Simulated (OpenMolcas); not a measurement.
**Levels of F5+ by method**

| Item | Value |
| --- | --- |
| Program | OpenMolcas 26.06 |
| Basis | ANO-R1 [3s2p1d] |
| Scalar Hamiltonian | X2C, finite nucleus |
| Active space | 2 electrons in 4 orbitals (2s 2p) |
| State averaging | 2S+1 = 3 even, 3 roots; 2S+1 = 1 even, 7 roots; 2S+1 = 3 odd, 3 roots; 2S+1 = 1 odd, 3 roots |
| Spin-orbit coupling | state interaction with AMFI integrals over the reference wave functions, term energies averaged over their components |

Methods on the same reference wave functions:
A. CASSCF
B. SS-CASPT2, IPEA 0.25 Eh, imaginary shift 0.1 Eh (closed shells correlated: 1s)
C. MS-CASPT2, IPEA 0.25 Eh, imaginary shift 0.1 Eh (closed shells correlated: 1s)

Energies in cm⁻¹ above 2s² ¹S₀, the measured ground level; measured values from Moore, Atomic Energy Levels, vol. I, NSRDS-NBS 35 (1971 reprint of NBS Circular 467, 1949).

```csv
Level,A,B,C,Measured
2s² ¹S₀,0.0,0.0,0.0,0.0
2s 2p ³P°₀,71574,70904,70907,
2s 2p ³P°₁,71821,71152,71155,96861
2s 2p ³P°₂,72321,71652,71655,97437
2s 2p ¹P°₁,162371,155631,155634,
2p² ³P₀,197478,196629,196633,
2p² ³P₁,197729,196881,196884,251635
2p² ³P₂,198219,197370,197373,252145
2p² ¹D₂,227829,222061,222064,274597
2p² ¹S₀,294928,289672,289678,340424
```

Deviations, from unrounded energies. A percentage is the sum of absolute deviations over the sum of measured energies, with the sign that they share, or ± where signs differ.

```tsv
Against measurement	Levels	A	B	C
mean absolute deviation (cm-1)	6	42000	44000	44000
other configurations (%)	6	-19.1	-20.1	-20.1
```

A lies closest to measurement on these levels and B furthest from it. The largest miss of A in the table is 2p² ³P₂, by -54000 cm-1. The ranking rests on the paired levels alone, and a cruder setting can come out closer through cancelling errors.

Between B and C the level of the table that moves most is 2p² ¹S₀, by 6.2 cm-1 (lowest in B, highest in C).

The lowest spin-free term lies below A's lowest term by 0.002 hartree in B, 0.002 hartree in C.

The basis is small and was not contracted for so high a charge. Computed and measured levels are paired by configuration, term and J; levels that our copy of the source lacks, or whose pairing is in doubt (as where it misses far off the trend of its configuration), stay unpaired and out of the deviations. Only configurations of the active space appear.

° marks odd parity.
